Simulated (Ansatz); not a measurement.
Level of theory: PBE0-D4/def2-SVP run with Ansatz (a first-principles code). No frequencies were computed at this level.

Ansatz 0.2 input:
```yaml
crystal:
  periodic: [false, false, false]
  atoms:
    - { symbol: C, position_ang: [-1.046174, 1.109262, 2.443672] }
    - { symbol: O, position_ang: [0.103238, 0.385448, 2.074404] }
    - { symbol: Sn, position_ang: [0.382424, -0.508891, 0.315667] }
    - { symbol: N, position_ang: [1.132546, -2.381906, 0.538502] }
    - { symbol: O, position_ang: [1.747406, 0.381052, -0.85197] }
    - { symbol: C, position_ang: [1.719415, 1.723629, -1.260602] }
    - { symbol: O, position_ang: [-1.407895, -0.473905, -0.575881] }
    - { symbol: C, position_ang: [-1.706918, -1.20393, -1.738963] }
    - { symbol: H, position_ang: [-1.96085, 0.534227, 2.293879] }
    - { symbol: H, position_ang: [-0.926158, 1.314751, 3.509705] }
    - { symbol: H, position_ang: [-1.124825, 2.055531, 1.904307] }
    - { symbol: H, position_ang: [1.26037, -2.583949, 1.527042] }
    - { symbol: H, position_ang: [2.056497, -2.418318, 0.114286] }
    - { symbol: H, position_ang: [2.563151, 1.841161, -1.944501] }
    - { symbol: H, position_ang: [1.849594, 2.409044, -0.419762] }
    - { symbol: H, position_ang: [0.798747, 1.977644, -1.793219] }
    - { symbol: H, position_ang: [-1.11401, -0.875112, -2.595291] }
    - { symbol: H, position_ang: [-2.761969, -1.009236, -1.943142] }
    - { symbol: H, position_ang: [-1.564589, -2.276503, -1.598136] }
basis:
  gaussian: { orbitals: def2-svp }
hamiltonian:
  xc: pbe0
  dispersion: d4
relax:
  max_steps: 150
```

Output:

```
[...]
mean field -16732.32326419 eV, -614.9015383829 hartree, gradient 2.5e-5 eV, S^2 0.000000; 0 other end points of the search recorded, 0 dependent functions left out
reference -16732.32330175 eV, -614.9015397631 hartree; 41, 41 occupied and 138, 138 virtual orbitals, 2042 factors
relax step   1: F+E_penalty+E_count = -16732.68618180 eV  Δ(F+E_penalty+E_count) = +0.000e0 eV  max|allowed force component| = 8.107e-1 eV/Å  Δτ_max = 0.0000 Å  (30 SCF iters, accepted)
these checks for a lower state are left out or cut short: starts, cluster_reference, orbital_swaps, neighbouring_geometries, increment
2042 factors; integrals over basis functions are off by at most 5.3e-4 eV
mean field -16732.40714850 eV, -614.9046210746 hartree, gradient 2.3e-5 eV, S^2 0.000000; 0 other end points of the search recorded, 0 dependent functions left out
reference -16732.40718557 eV, -614.9046224367 hartree; 41, 41 occupied and 138, 138 virtual orbitals, 2042 factors
relax step   2: F+E_penalty+E_count = -16732.77560393 eV  Δ(F+E_penalty+E_count) = -8.942e-2 eV  max|allowed force component| = 3.422e-1 eV/Å  Δτ_max = 0.0966 Å  (31 SCF iters, accepted)
these checks for a lower state are left out or cut short: starts, cluster_reference, orbital_swaps, neighbouring_geometries, increment
2042 factors; integrals over basis functions are off by at most 5.2e-4 eV
mean field evaluation 32: about -16732.4173 eV, gradient 2.1e-5 eV
mean field -16732.41729316 eV, -614.9049938840 hartree, gradient 2.1e-5 eV, S^2 0.000000; 0 other end points of the search recorded, 0 dependent functions left out
reference -16732.41732997 eV, -614.9049952364 hartree; 41, 41 occupied and 138, 138 virtual orbitals, 2042 factors
relax step   3: F+E_penalty+E_count = -16732.78829744 eV  Δ(F+E_penalty+E_count) = -1.269e-2 eV  max|allowed force component| = 2.147e-1 eV/Å  Δτ_max = 0.0916 Å  (31 SCF iters, accepted)
these checks for a lower state are left out or cut short: starts, cluster_reference, orbital_swaps, neighbouring_geometries, increment
2042 factors; integrals over basis functions are off by at most 5.0e-4 eV
mean field -16732.42027687 eV, -614.9051035331 hartree, gradient 2.0e-5 eV, S^2 0.000000; 0 other end points of the search recorded, 0 dependent functions left out
reference -16732.42031353 eV, -614.9051048804 hartree; 41, 41 occupied and 138, 138 virtual orbitals, 2042 factors
relax step   4: F+E_penalty+E_count = -16732.79286903 eV  Δ(F+E_penalty+E_count) = -4.572e-3 eV  max|allowed force component| = 1.578e-1 eV/Å  Δτ_max = 0.0853 Å  (30 SCF iters, accepted)
these checks for a lower state are left out or cut short: starts, cluster_reference, orbital_swaps, neighbouring_geometries, increment
2042 factors; integrals over basis functions are off by at most 4.8e-4 eV
mean field -16732.42168723 eV, -614.9051553629 hartree, gradient 2.0e-5 eV, S^2 0.000000; 0 other end points of the search recorded, 0 dependent functions left out
reference -16732.42172375 eV, -614.9051567052 hartree; 41, 41 occupied and 138, 138 virtual orbitals, 2042 factors
relax step   5: F+E_penalty+E_count = -16732.79578138 eV  Δ(F+E_penalty+E_count) = -2.912e-3 eV  max|allowed force component| = 1.510e-1 eV/Å  Δτ_max = 0.1216 Å  (31 SCF iters, accepted)
these checks for a lower state are left out or cut short: starts, cluster_reference, orbital_swaps, neighbouring_geometries, increment
2042 factors; integrals over basis functions are off by at most 4.7e-4 eV
mean field -16732.42333168 eV, -614.9052157953 hartree, gradient 2.0e-5 eV, S^2 0.000000; 0 other end points of the search recorded, 0 dependent functions left out
reference -16732.42336814 eV, -614.9052171351 hartree; 41, 41 occupied and 138, 138 virtual orbitals, 2042 factors
relax step   6: F+E_penalty+E_count = -16732.79759096 eV  Δ(F+E_penalty+E_count) = -1.810e-3 eV  max|allowed force component| = 1.319e-1 eV/Å  Δτ_max = 0.0754 Å  (30 SCF iters, accepted)
these checks for a lower state are left out or cut short: starts, cluster_reference, orbital_swaps, neighbouring_geometries, increment
2042 factors; integrals over basis functions are off by at most 4.7e-4 eV
mean field -16732.42474119 eV, -614.9052675937 hartree, gradient 2.0e-5 eV, S^2 0.000000; 0 other end points of the search recorded, 0 dependent functions left out
reference -16732.42477758 eV, -614.9052689314 hartree; 41, 41 occupied and 138, 138 virtual orbitals, 2042 factors
relax step   7: F+E_penalty+E_count = -16732.79905544 eV  Δ(F+E_penalty+E_count) = -1.464e-3 eV  max|allowed force component| = 9.928e-2 eV/Å  Δτ_max = 0.0730 Å  (30 SCF iters, accepted)
these checks for a lower state are left out or cut short: starts, cluster_reference, orbital_swaps, neighbouring_geometries, increment
2042 factors; integrals over basis functions are off by at most 4.6e-4 eV
mean field evaluation 64: about -16732.4254 eV, gradient 2.7e-1 eV
mean field -16732.42561220 eV, -614.9052996028 hartree, gradient 2.0e-5 eV, S^2 0.000000; 0 other end points of the search recorded, 0 dependent functions left out
reference -16732.42564860 eV, -614.9053009405 hartree; 41, 41 occupied and 138, 138 virtual orbitals, 2042 factors
relax step   8: F+E_penalty+E_count = -16732.79994325 eV  Δ(F+E_penalty+E_count) = -8.878e-4 eV  max|allowed force component| = 7.221e-2 eV/Å  Δτ_max = 0.0625 Å  (30 SCF iters, accepted)
these checks for a lower state are left out or cut short: starts, cluster_reference, orbital_swaps, neighbouring_geometries, increment
2042 factors; integrals over basis functions are off by at most 4.6e-4 eV
mean field -16732.42604553 eV, -614.9053155276 hartree, gradient 1.9e-5 eV, S^2 0.000000; 0 other end points of the search recorded, 0 dependent functions left out
reference -16732.42608198 eV, -614.9053168672 hartree; 41, 41 occupied and 138, 138 virtual orbitals, 2042 factors
relax step   9: F+E_penalty+E_count = -16732.80046508 eV  Δ(F+E_penalty+E_count) = -5.218e-4 eV  max|allowed force component| = 4.290e-2 eV/Å  Δτ_max = 0.0537 Å  (32 SCF iters, accepted)
these checks for a lower state are left out or cut short: starts, cluster_reference, orbital_swaps, neighbouring_geometries, increment
2042 factors; integrals over basis functions are off by at most 4.6e-4 eV
mean field -16732.42604196 eV, -614.9053153964 hartree, gradient 2.0e-5 eV, S^2 0.000000; 0 other end points of the search recorded, 0 dependent functions left out
reference -16732.42607844 eV, -614.9053167371 hartree; 41, 41 occupied and 138, 138 virtual orbitals, 2042 factors
relax step  10: F+E_penalty+E_count = -16732.80075641 eV  Δ(F+E_penalty+E_count) = -2.913e-4 eV  max|allowed force component| = 9.676e-3 eV/Å  Δτ_max = 0.0348 Å  (32 SCF iters, accepted)
these checks for a lower state are left out or cut short: starts, cluster_reference, orbital_swaps, neighbouring_geometries, increment
2042 factors; integrals over basis functions are off by at most 4.6e-4 eV
mean field -16732.42591626 eV, -614.9053107771 hartree, gradient 2.0e-5 eV, S^2 0.000000; 0 other end points of the search recorded, 0 dependent functions left out
reference -16732.42595277 eV, -614.9053121186 hartree; 41, 41 occupied and 138, 138 virtual orbitals, 2042 factors
relax step  11: F+E_penalty+E_count = -16732.80088326 eV  Δ(F+E_penalty+E_count) = -1.268e-4 eV  max|allowed force component| = 1.694e-2 eV/Å  Δτ_max = 0.0322 Å  (31 SCF iters, accepted)
these checks for a lower state are left out or cut short: starts, cluster_reference, orbital_swaps, neighbouring_geometries, increment
2042 factors; integrals over basis functions are off by at most 4.6e-4 eV
mean field evaluation 96: about -16732.4258 eV, gradient 2.0e-5 eV
mean field -16732.42577973 eV, -614.9053057594 hartree, gradient 2.0e-5 eV, S^2 0.000000; 0 other end points of the search recorded, 0 dependent functions left out
reference -16732.42581625 eV, -614.9053071016 hartree; 41, 41 occupied and 138, 138 virtual orbitals, 2042 factors
relax step  12: F+E_penalty+E_count = -16732.80097093 eV  Δ(F+E_penalty+E_count) = -8.768e-5 eV  max|allowed force component| = 1.450e-2 eV/Å  Δτ_max = 0.0289 Å  (32 SCF iters, accepted)
these checks for a lower state are left out or cut short: starts, cluster_reference, orbital_swaps, neighbouring_geometries, increment
2042 factors; integrals over basis functions are off by at most 4.6e-4 eV
mean field -16732.42564704 eV, -614.9053008833 hartree, gradient 2.0e-5 eV, S^2 0.000000; 0 other end points of the search recorded, 0 dependent functions left out
reference -16732.42568357 eV, -614.9053022258 hartree; 41, 41 occupied and 138, 138 virtual orbitals, 2042 factors
relax step  13: F+E_penalty+E_count = -16732.80101838 eV  Δ(F+E_penalty+E_count) = -4.745e-5 eV  max|allowed force component| = 1.704e-2 eV/Å  Δτ_max = 0.0249 Å  (31 SCF iters, accepted)
these checks for a lower state are left out or cut short: starts, cluster_reference, orbital_swaps, neighbouring_geometries, increment
2042 factors; integrals over basis functions are off by at most 4.6e-4 eV
mean field -16732.42570912 eV, -614.9053031647 hartree, gradient 1.3e-5 eV, S^2 0.000000; 0 other end points of the search recorded, 0 dependent functions left out
reference -16732.42574566 eV, -614.9053045075 hartree; 41, 41 occupied and 138, 138 virtual orbitals, 2042 factors
relax step  14: F+E_penalty+E_count = -16732.80107208 eV  Δ(F+E_penalty+E_count) = -5.369e-5 eV  max|allowed force component| = 1.444e-2 eV/Å  Δτ_max = 0.0105 Å  (26 SCF iters, accepted)
these checks for a lower state are left out or cut short: starts, cluster_reference, orbital_swaps, neighbouring_geometries, increment
2042 factors; integrals over basis functions are off by at most 4.6e-4 eV
mean field -16732.42584852 eV, -614.9053082876 hartree, gradient 2.0e-5 eV, S^2 0.000000; 0 other end points of the search recorded, 0 dependent functions left out
reference -16732.42588507 eV, -614.9053096309 hartree; 41, 41 occupied and 138, 138 virtual orbitals, 2042 factors
relax step  15: F+E_penalty+E_count = -16732.80114316 eV  Δ(F+E_penalty+E_count) = -7.108e-5 eV  max|allowed force component| = 1.561e-2 eV/Å  Δτ_max = 0.0243 Å  (32 SCF iters, accepted)
these checks for a lower state are left out or cut short: starts, cluster_reference, orbital_swaps, neighbouring_geometries, increment
2042 factors; integrals over basis functions are off by at most 4.6e-4 eV
mean field -16732.42584788 eV, -614.9053082639 hartree, gradient 2.2e-5 eV, S^2 0.000000; 0 other end points of the search recorded, 0 dependent functions left out
reference -16732.42588443 eV, -614.9053096073 hartree; 41, 41 occupied and 138, 138 virtual orbitals, 2042 factors
relax step  16: F+E_penalty+E_count = -16732.80115942 eV  Δ(F+E_penalty+E_count) = -1.626e-5 eV  max|allowed force component| = 1.209e-2 eV/Å  Δτ_max = 0.0119 Å  (25 SCF iters, accepted)
these checks for a lower state are left out or cut short: starts, cluster_reference, orbital_swaps, neighbouring_geometries, increment
2042 factors; integrals over basis functions are off by at most 4.6e-4 eV
mean field evaluation 128: about -16732.4258 eV, gradient 1.8e-5 eV
mean field -16732.42582620 eV, -614.9053074675 hartree, gradient 1.8e-5 eV, S^2 0.000000; 0 other end points of the search recorded, 0 dependent functions left out
reference -16732.42586276 eV, -614.9053088108 hartree; 41, 41 occupied and 138, 138 virtual orbitals, 2042 factors
relax step  17: F+E_penalty+E_count = -16732.80116374 eV  Δ(F+E_penalty+E_count) = -4.318e-6 eV  max|allowed force component| = 7.221e-3 eV/Å  Δτ_max = 0.0047 Å  (24 SCF iters, accepted)
2042 factors; integrals over basis functions are off by at most 4.6e-4 eV
mean field -16732.42582620 eV, -614.9053074675 hartree, gradient 1.8e-5 eV, S^2 0.000000; 1 other end points of the search recorded, 0 dependent functions left out
reference -16732.42586276 eV, -614.9053088108 hartree; 41, 41 occupied and 138, 138 virtual orbitals, 2042 factors
Total energy: -16732.80120030 eV, -614.9191022110 hartree
Atom 0 at    -0.888610     1.186850     2.343148 Å, force    -0.000977     0.000676    -0.000726 eV/Å
Atom 1 at     0.096550     0.203505     2.153047 Å, force     0.001115    -0.000596     0.000607 eV/Å
Atom 2 at     0.436372    -0.588799     0.382080 Å, force    -0.001291     0.000343    -0.000959 eV/Å
Atom 3 at     1.144617    -2.465522     0.511839 Å, force     0.000989     0.000672     0.000276 eV/Å
Atom 4 at     1.751330     0.394030    -0.716352 Å, force    -0.000896     0.007221    -0.002587 eV/Å
Atom 5 at     1.472004     1.675011    -1.212861 Å, force     0.001137    -0.005835     0.003113 eV/Å
Atom 6 at    -1.325537    -0.448397    -0.502377 Å, force    -0.000539    -0.000731    -0.000989 eV/Å
Atom 7 at    -1.580505    -1.137609    -1.696820 Å, force     0.000267     0.000727     0.001236 eV/Å
Atom 8 at    -1.824044     0.972334     1.796207 Å, force     0.000394     0.000605     0.000081 eV/Å
Atom 9 at    -1.127099     1.234319     3.419089 Å, force     0.000392    -0.000717     0.000021 eV/Å
Atom 10 at    -0.540123     2.191696     2.036760 Å, force    -0.000173    -0.000248    -0.000285 eV/Å
Atom 11 at     1.046820    -2.851142     1.449301 Å, force    -0.000139    -0.000112    -0.000096 eV/Å
Atom 12 at     2.128402    -2.507518     0.249823 Å, force    -0.000483    -0.000282    -0.000034 eV/Å
Atom 13 at     2.219849     1.922134    -1.985216 Å, force    -0.000687    -0.000729     0.000958 eV/Å
Atom 14 at     1.535768     2.454703    -0.429556 Å, force    -0.000489    -0.001006    -0.001580 eV/Å
Atom 15 at     0.471977     1.751405    -1.680788 Å, force     0.001215     0.000117     0.000857 eV/Å
Atom 16 at    -1.039800    -0.705840    -2.561113 Å, force     0.000013    -0.000090     0.000135 eV/Å
Atom 17 at    -2.659562    -1.070031    -1.915485 Å, force     0.000111    -0.000074     0.000018 eV/Å
Atom 18 at    -1.318409    -2.211130    -1.640727 Å, force     0.000043     0.000060    -0.000046 eV/Å
Dipole moment:     0.043071    -0.052855    -0.045866 e Å
```

Cost: very roughly 6 core-minutes.
